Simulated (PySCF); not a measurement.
## Vertical excitation energies

C7H4F2O.
Numbering: `[CH:1]#[C:2][c:3]1[o:4][cH:5][cH:6][c:7]1[CH:8]([F:9])[F:10]` (hydrogens: H11 on C1; H12 on C5; H13 on C6; H14 on C8)

Geometry (GFN2-xTB, Å), atoms numbered from 1 in this order:
```
atom  x, y, z in Å
C1     2.7097   -1.0965    1.0776
C2     1.5940   -0.9595    0.6541
C3     0.2900   -0.7879    0.1615
O4    -0.5070   -1.8505   -0.0542
C5    -1.6769   -1.3892   -0.5176
C6    -1.6641   -0.0315   -0.6130
C7    -0.3797    0.3723   -0.1697
C8     0.1462    1.7598   -0.0736
F9     0.1824    2.3630   -1.2922
F10   -0.6563    2.5412    0.6967
H11    3.6843   -1.2141    1.4475
H12   -2.4348   -2.1136   -0.7396
H13   -2.4502    0.6111   -0.9503
H14    1.1618    1.7949    0.3507
```

The calculation used TDDFT PBE0/def2-SVPD, vertical, gas phase, core orbitals frozen in the response in PySCF.

| state | E (eV) | λ (nm) | f | \|μ\| (D) | main configurations (H = HOMO, L = LUMO) |
| --- | --- | --- | --- | --- | --- |
| S1 | 5.10 | 243.3 | 0.358 | 4.30 | H→L (93%) |
| S2 | 5.44 | 227.9 | 0.0003 | 0.11 | H→L+1 (93%) |
| S3 | 5.83 | 212.7 | 0.0001 | 0.05 | H-2→L (95%) |
| S4 | 6.20 | 199.9 | 0.0034 | 0.38 | H-1→L (52%), H→L+2 (46%) |
| S5 | 6.64 | 186.8 | 0.015 | 0.76 | H→L+3 (96%) |
| S6 | 6.90 | 179.8 | 0.137 | 2.29 | H-3→L (33%), H→L+2 (26%), H-2→L+1 (19%) |

Triplets (Tamm–Dancoff): T1 3.26 eV, H→L (95%); T2 4.89 eV, H→L+2 (57%), H-1→L (30%).

The lowest singlet comes at 243 nm (492 kJ/mol) in the ultraviolet; it is strong; its leading configuration is HOMO→LUMO (93%). The lowest level is also the most intense of those listed (f = 0.358). Löwdin shares by element: HOMO carbon 66% or more (atoms not listed hold the other 34%); LUMO carbon 61% or more (atoms not listed hold the other 39%). Weighted by f, the mean energy of these states is 5.63 eV. The listed states span 1.80 eV, and the widest gap between neighbours is 0.44 eV (S4 to S5). Of the 6 states listed, 3 reach f = 0.01 and 2 stay under 0.0005. Singlets were solved by full linear response, triplets in the Tamm–Dancoff approximation.

Time: 50 s wall; peak memory 0.94 GiB. Hardware: one thread, Arm Neoverse V1 (aarch64), shared host with 32 logical CPUs at a one-minute load of 13.

One conformer stands for the species.
